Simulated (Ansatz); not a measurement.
A CCSD(T) single point on C3H8O2Si, SMILES `CC(C)O[Si]O`.

```yaml
crystal:
  periodic: [false, false, false]
  atoms:
    - {symbol: C, position_ang: [-0.334417, -1.256205, -0.992443]}
    - {symbol: C, position_ang: [0.084866, -0.476456, 0.234972]}
    - {symbol: C, position_ang: [1.582183, -0.269908, 0.310658]}
    - {symbol: O, position_ang: [-0.551700, 0.798168, 0.206540]}
    - {symbol: Si, position_ang: [-1.610664, 1.323385, 1.365381]}
    - {symbol: O, position_ang: [-1.966304, 2.812153, 0.762242]}
    - {symbol: H, position_ang: [-1.417290, -1.393529, -1.011809]}
    - {symbol: H, position_ang: [-0.039924, -0.720050, -1.897953]}
    - {symbol: H, position_ang: [0.138435, -2.240904, -1.003023]}
    - {symbol: H, position_ang: [-0.245114, -1.021191, 1.132612]}
    - {symbol: H, position_ang: [2.102598, -1.230130, 0.332496]}
    - {symbol: H, position_ang: [1.929092, 0.293155, -0.559257]}
    - {symbol: H, position_ang: [1.850369, 0.288106, 1.209847]}
    - {symbol: H, position_ang: [-1.535233, 3.064204, -0.061664]}
basis:
  gaussian: {orbitals: def2-TZVPP}
correlation: {method: ccsd_t}
output: {orbitals: {seedname: orbitals}}
```

```sh
$ ansatz run in.yaml --threads 4 --pin off --events-out ev --progress --plain --max-ram 11315MiB
```

The program prints (abridged):

```
Functional definition: HF
1834 factors; integrals over basis functions are off by at most 1.1e-3 eV
mean field evaluation 1: about -15153.2236 eV, gradient 5.4e1 eV
mean field evaluation 2: about -15153.5466 eV, gradient 5.4e1 eV
mean field evaluation 4: about -15159.7262 eV, gradient 5.3e0 eV
mean field evaluation 8: about -15159.8325 eV, gradient 3.9e-1 eV
mean field evaluation 16: about -15159.8330 eV, gradient 1.6e-6 eV
mean field -15159.83303784 eV, -557.1135884369 hartree, gradient 1.6e-6 eV, S^2 0.000000; 0 other end points of the search recorded, 0 dependent functions left out
10 core orbitals not correlated: weight in the atoms' cores, before any rotation towards them, 1.000 or more for the frozen orbitals, at most 0.000 for the correlated occupied ones
reference -15159.83303784 eV, -557.1135884369 hartree; 18, 18 occupied and 281, 281 virtual orbitals, 1834 factors
second order -29.98648057 eV of doubles, -0.00000000 eV of singles
cycle   1  -30.30884653 eV  change   -3.2e-1 eV  update   1.2e-1
cycle   2  -31.04230572 eV  change   -7.3e-1 eV  update   3.9e-2
cycle   3  -31.22931312 eV  change   -1.9e-1 eV  update   2.1e-2
cycle   4  -31.21043293 eV  change    1.9e-2 eV  update   4.9e-3
cycle   5  -31.20751862 eV  change    2.9e-3 eV  update   2.3e-3
cycle   6  -31.20843394 eV  change   -9.2e-4 eV  update   7.1e-4
cycle   7  -31.20796142 eV  change    4.7e-4 eV  update   3.1e-4
cycle   8  -31.20787167 eV  change    9.0e-5 eV  update   9.0e-5
cycle   9  -31.20791556 eV  change   -4.4e-5 eV  update   3.7e-5
cycle  10  -31.20791154 eV  change    4.0e-6 eV  update   1.2e-5
perturbative correction -1.22987937 eV, -0.0451972332 hartree
Total energy: -15192.27082875 eV, -558.3056552657 hartree
```

Hardware: 4 threads of an Arm Neoverse V2 on a shared host. Wall time 23 min, peak host memory 4.5 GiB.

Correlation energy per correlated electron: -0.901 eV. T1 diagnostic: 0.0130.
